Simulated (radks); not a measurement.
Problem. Coherent X-ray form factor from a spherical all-electron density. Method: non-relativistic Kohn-Sham, OLYP, spin-polarised, spherical densities, point nucleus; computed with a radial shooting solver on a logarithmic mesh with Libxc functionals.

sin(theta)/lambda (1/angstrom),f0 (electrons)
0.05,19.483
0.1,18.221
0.15,16.700
0.2,15.188
0.25,13.757
0.3,12.435
0.4,10.227
0.5,8.676
0.6,7.663
0.8,6.435
1,5.473
1.25,4.318
1.5,3.326
2,2.073

The species is in the configuration that NIST lists as its ground one. Which atom or ion scatters so?

Solution. The scandium ion Sc+, [Ar] 3d1 4s1. Extrapolating in s^2 from the first two rows gives f0(0) = 19.9, near the electron count 20; among species with that count, the fall with angle is slower the higher Z, and the table is that of Z = 21; from so few rows the species is fixed only to a neighbour or two.
